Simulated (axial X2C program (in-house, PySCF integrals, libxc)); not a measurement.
Potential curves of ScC, two-component

Computed with an in-house relativistic program for diatomic molecules. Two-component (2c) means X2C with spin–orbit coupling and atomic mean-field two-electron Coulomb and Gaunt terms. Basis: Sc dyall-cv3z [10s11p7d5f2g], C dyall-v3z [7s6p2d1f] (cores contracted in-house); Gaussian nuclei, density fitting, unrestricted open shells. Masses: Sc 44.956 u, C 12.000 u.

State: Ω = 5/2 (⟨Sz⟩ = 1.50, ⟨Lz⟩ = 1.00 at PBE). Energies in cm⁻¹ from the fragments at the same level (Sc + C). Fits are polynomials in 1 − R0/R over 0.85 to 1.23 times the lowest point R0.

| R (Å) | PBE |
| --- | --- |
| 1.6199 | -23992 |
| 1.6944 | -28181 |
| 1.7503 | -30138 |
| 1.8061 | -31262 |
| 1.8620 | -31705 |
| 1.9272 | -31533 |
| 1.9923 | -30790 |
| 2.0761 | -29229 |
| 2.1785 | -26744 |
| 2.3275 | -22714 |

The state is a single determinant with fixed occupations, the lowest that a limited PBE0 search found. De is counted from the lowest determinant-based energies of the atoms at the same level, without counterpoise correction. Density functionals use the spin component along the axis (collinear). In 2c an atomic determinant is not the ground J level, so De misses part of the atomic spin–orbit lowering. This holds for PBE. Other states lie close and PBE0, whose exact exchange favours high spin, may order them wrongly; the determinant shown need not be the ground state. The nearest other spin-free determinant of the search, M_S = 1/2, Λ = 1, lies 0.09 eV up at the distance of the search. The functionals have no current-density term, which raises determinants with orbital currents, atoms included. With several unpaired electrons one determinant need not be a pure state. A state of lower Ω lies just above, and one determinant can place such states too high, so the state shown need not be the lowest. The search has Ω = 1/2 only 0.01 eV up. At some level and bond length an empty orbital lies below a filled one.

(1) What are Re, ωe and De at the PBE level?

Answers

(1) At PBE, 2c: Re = 1.877 Å, ωe ≈ 768 cm⁻¹, De = 3.93 eV to Sc + C; Be follows as 0.505 cm⁻¹.
